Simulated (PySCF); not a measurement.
## Spin states and ions at one geometry of [Ir3]−

PySCF 2.14.0, UKS BP86, Ir def2-SVP with ECP60; non-relativistic Hamiltonian with scalar-relativistic core potentials where named; density fitting; no spin-orbit coupling; singlets restricted, open shells unrestricted. The geometry is relaxed for charge -1, triplet, vacuum:

```xyz
3

Ir    0.0000    0.0000    2.2481
Ir    0.0000    0.0000    0.0000
Ir    0.0000    0.0000   -2.2481
```

Energies count from the relaxed state; an electron taken off or put on is at rest in vacuum. Charges and spins are Mulliken's.

```tsv
state	energy (eV)	spin squared	charge on Ir1 (e)	spin on Ir1 (e)	dipole about the centre of mass (D)
charge -1, triplet, vacuum	0.00	2.00	-0.41	0.66	0.00
charge -1, singlet, vacuum	0.14	0.00	-0.43	0.00	0.00
charge -1, quintet, vacuum	0.41	6.01	-0.38	1.37	0.00
charge 0, doublet, vacuum	2.61	0.75	0.07	0.42	0.01
```

Q: What does the state charge 0, quartet, vacuum give?

A: energy (eV) 2.68, spin squared 3.75, charge on Ir1 (e) 0.08, spin on Ir1 (e) 1.07, dipole about the centre of mass (D) 0.00.

With an electron taken off (doublet, the lower of the two states computed) the charges change, summed by element, by Ir +1.00 e. The vertical ionisation energy is 2.61 eV, against −ε(HOMO) = -0.06 eV over both spins of the relaxed state. The level lies 2.7 eV too high, as is usual for semilocal functionals and global hybrids, which keep a self-interaction error.

Open shells may have lower solutions than those found. Hard to converge, so the more doubtful: charge -1, quintet, vacuum; charge 0, quartet, vacuum.
